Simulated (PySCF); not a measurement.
**Dipole response of B⁻ (boron, charge -1)**

[He] 2s2 2p2, high-spin 3P determinant. All numbers are calculated (PySCF 2.14, the non-relativistic Hamiltonian (point nucleus), in aug-cc-pVTZ with one added diffuse shell each of s, p, d, f type (6s5p4d3f, 62 functions)). Coupled (time-dependent) response in atomic units; α is the mean over directions.

```tsv
method	mean α (bohr³)	α xx, yy, zz	C₆ (like pair)	S(−4)
UHF	197.9	92.45, 250.7, 250.7	2083	73190
wB97M-V	337.3	147.3, 432.3, 432.3	3954	317400
```

S(−4) is the Cauchy moment in α(ω) = α(0) + S(−4) ω² + …

α(iu) at wB97M-V:

```
u (hartree)  α(iu) (bohr³)
          0          337.3
     0.0500          152.6
      0.100          79.17
      0.200          34.69
      0.300          20.19
      0.500          9.468
      0.750          4.912
       1.00          3.008
       1.50          1.466
       2.00         0.8672
       3.00         0.4086
       5.00         0.1571
```

A single London oscillator, α(iu) = α/(1 + u²/ω²), gives C₆ = (3/4) ω α². Matching the computed C₆ needs ω = 4 × 3954 / (3 × 337.3²) = 0.0463 hartree.

For an ion, C₆ is the dispersion term alone; charge-induced terms of lower order in 1/R come first.

The components differ because the open shell of this determinant is not spherical; for a pure term their mean is the scalar polarisability.
